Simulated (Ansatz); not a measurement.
Relaxation of CH7BFNOSi (13 atoms, charge 0, multiplicity 1), to a largest force component of 0.02 eV/Å in at most 40 steps.

These are results of Ansatz, UKS PBE-D4/STO-3G, not measurements.

```xyz
13
Properties=species:S:1:pos:R:3
N 0.326 -2.598 -0.375
B 0.884 -1.173 -0.219
F 2.131 -0.859 -0.837
Si 0.020 0.195 0.796
C -0.414 1.645 -0.321
O -1.079 2.665 0.422
H 0.218 -2.723 -1.409
H 1.011 -3.222 -0.024
H -1.314 -0.355 1.346
H 0.782 0.616 1.954
H 0.535 2.059 -0.658
H -1.008 1.336 -1.159
H -2.071 2.379 0.499
```

Where does it end, and by what steps?

The run converged. Limits of this set-up: minimal basis. After 29 steps the energy has fallen by 2.037 eV; H8 moved furthest, 1.53 Å.

```csv
step,energy less start (eV),largest force component (eV/Å),accepted
0,0.0000,4.372,yes
2,-0.7592,1.769,yes
4,-1.1159,1.748,yes
6,-1.6360,1.379,yes
8,-1.9666,0.773,yes
10,-2.0135,0.185,yes
12,-2.0239,0.216,yes
14,-2.0272,0.287,yes
16,-2.0316,0.023,yes
18,-2.0320,0.038,yes
20,-2.0339,0.097,yes
22,-2.0354,0.120,yes
24,-2.0364,0.098,yes
26,-2.0368,0.065,yes
28,-2.0370,0.023,yes
29,-2.0370,0.016,yes
```

```xyz
13
Properties=species:S:1:pos:R:3
N 0.502 -2.426 -0.568
B 1.121 -1.168 -0.346
F 2.316 -0.944 -0.909
Si 0.166 0.180 0.756
C -0.520 1.641 -0.288
O -1.238 2.695 0.467
H 0.922 -3.201 -1.136
H -0.422 -2.697 -0.163
H -0.985 -0.416 1.430
H 1.009 0.747 1.802
H 0.328 2.172 -0.777
H -1.153 1.237 -1.121
H -2.025 2.145 0.866
```

Whether the end is a true minimum wasn't checked by a vibrational analysis.

The run took 2.8 min on 1 thread of Arm Neoverse V1, on a shared host, peak memory 0.24 GiB.
